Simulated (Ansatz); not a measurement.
Program: Ansatz. Geometries: PBE0-D4/def2-TZVP. ΔE: electronic, gas phase. CCSD(T)/CBS is the MP2 limit (def2-TZVPP, def2-QZVPP) plus CCSD(T) − MP2 in def2-TZVPP, frozen cores. This one scheme is used for every species. DFT in def2-TZVPP. B3LYP here is the variant with VWN-RPA as its local correlation; programs differ in this. For Ge outer-core shells are correlated without core-valence functions, which leaves a few kJ/mol of doubt a bond. Scalar relativity is left out up to krypton.

`[SiH3][GeH]1[CH2][NH]1` + H₂ → `[CH2]1[NH][GeH2]1` + SiH₄  (hydrogenolysis of a Ge–Si bond)

Task: Is it downhill or uphill in electronic energy at CCSD(T)/CBS, and by how much? (An estimate is asked.)

Result: The calculation gave: Uphill: ΔE = +0.10 eV.

Task: What do these levels give: PBE-D4, r2SCAN-D4, B3LYP-D4, ωB97X-V, ωB97M-V, PBE, B3LYP, MP2/def2-TZVPP, CCSD(T)/def2-TZVPP, SCS-MP2/def2-QZVPP, HF/CBS(def2), MP2/CBS(def2)? (Best estimate.)

Result: Ansatz gave: PBE-D4 0.20, r2SCAN-D4 0.15, B3LYP-D4 0.08, ωB97X-V 0.02, ωB97M-V 0.04, PBE 0.14, B3LYP -0.02, MP2/def2-TZVPP 0.11, CCSD(T)/def2-TZVPP 0.06, SCS-MP2/def2-QZVPP 0.04, HF/CBS(def2) -0.28, MP2/CBS(def2) 0.16 eV.

Largest T1 diagnostic among the species: 0.013.

In def2-TZVPP, CCSD(T) changes the Hartree–Fock value by +0.33 eV (the triples alone add +0.07 eV) and MP2 by +0.39 eV. From PBE to PBE0 (25 % exact exchange), in def2-TZVPP and without D4, ΔE moves by −0.06 eV. The D4 term adds +0.10 eV with B3LYP and +0.06 eV with PBE0; it sums over pairs of atoms, weighted by their polarisabilities, and B3LYP, whose exchange is more repulsive, gets the larger term.
